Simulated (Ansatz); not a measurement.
Program: Ansatz. Geometries: PBE0-D4/def2-TZVP. ΔE: electronic, gas phase. CCSD(T)/CBS adds triple-zeta CCSD(T) − MP2 to the extrapolated MP2 energy (def2 sets, frozen cores). This one scheme is used for every species. Functionals use def2-TZVPP. B3LYP here is the variant with VWN-RPA as its local correlation; programs differ in this. One conformer a species, not always the lowest.

Reaction (formal hydrolysis of the Si–S bond): `O[SiH](S)S` + H₂O → `O[SiH](O)S` + H₂S

CCSD(T)/CBS gives -0.44 eV.

Problem. Another level gave -0.48 eV. Which?
A. B3LYP-D4/def2-TZVPP
B. CAM-B3LYP-D4/def2-TZVPP
C. HF/def2-TZVPP
D. revPBE/def2-TZVPP

Solution. A. B3LYP-D4 -0.48, revPBE -0.37, HF/def2-TZVPP -0.67, CAM-B3LYP-D4 -0.56 eV.

Largest T1 diagnostic among the species: 0.012.

From BLYP to BHLYP (50 % exact exchange), in def2-TZVPP and without D4, ΔE moves by −0.07 eV. At CCSD(T), def2-SVP lies −0.07 eV from the extrapolated value and def2-TZVPP −0.06 eV. The D4 term adds +0.07 eV with B3LYP and +0.04 eV with PBE0; it sums over pairs of atoms, weighted by their polarisabilities, and B3LYP, whose exchange is more repulsive, gets the larger term.
